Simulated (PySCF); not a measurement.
# Correlation energy of Re⁺ (rhenium, charge +1)

[Xe] 4f14 5d5 6s1, high-spin 7S determinant. Calculation: PySCF 2.14, in x2c-TZVPPall with one added diffuse shell each of s, p, d, f type (12s8p8d4f1g, 113 functions); the spin-free X2C one-electron Hamiltonian (Gaussian nucleus). Frozen: [Xe] 4f14; 6 electrons correlated.

| level | correlation energy (mhartree) |
| --- | --- |
| CCSD | -75.66 |
| (T) | -1.45 |
| CCSD(T) | -77.11 |

Diagnostics: T1 = 0.0041, D1 = 0.0108, largest double amplitude 0.023.

Cost of the coupled-cluster step: about 20 core-seconds, for 6 correlated electrons.

Iterations:

```
CC2 = 0
CCSD nocc = (np.int64(6), np.int64(0)), nmo = (79, 79)
frozen orbitals [[0, 1, 2, 3, 4, 5, 6, 7, 8, 9, 10, 11, 12, 13, 14, 15, 16, 17, 18, 19, 20, 21, 22, 23, 24, 25, 26, 27, 28, 29, 30, 31, 32, 33], [0, 1, 2, 3, 4, 5, 6, 7, 8, 9, 10, 11, 12, 13, 14, 15, 16, 17, 18, 19, 20, 21, 22, 23, 24, 25, 26, 27, 28, 29, 30, 31, 32, 33]]
max_cycle = 100
direct = 0
conv_tol = 1e-08
conv_tol_normt = 1e-06
diis_space = 8
diis_start_cycle = 0
Init t2, MP2 energy = -0.0683500269918744
Init E_corr(UCCSD) = -0.0683500269924063
cycle = 1  E_corr(UCCSD) = -0.074582563012574  dE = -0.00623253602  norm(t1,t2) = 0.0216041
cycle = 2  E_corr(UCCSD) = -0.0753818120819129  dE = -0.000799249069  norm(t1,t2) = 0.00682944
cycle = 3  E_corr(UCCSD) = -0.0756787980182079  dE = -0.000296985936  norm(t1,t2) = 0.00274606
cycle = 4  E_corr(UCCSD) = -0.0756608702387728  dE = 1.79277794e-05  norm(t1,t2) = 0.00024246
cycle = 5  E_corr(UCCSD) = -0.0756623892152706  dE = -1.5189765e-06  norm(t1,t2) = 3.57364e-05
cycle = 6  E_corr(UCCSD) = -0.0756623924198419  dE = -3.20457126e-09  norm(t1,t2) = 4.78655e-06
cycle = 7  E_corr(UCCSD) = -0.0756624077621713  dE = -1.53423294e-08  norm(t1,t2) = 4.71258e-07
cycle = 8  E_corr(UCCSD) = -0.075662406249165  dE = 1.51300635e-09  norm(t1,t2) = 6.28478e-08
UCCSD converged
E(UCCSD) = -16688.08479673568  E_corr = -0.075662406249165
UCCSD(T) correction = -0.00144849738696242
```
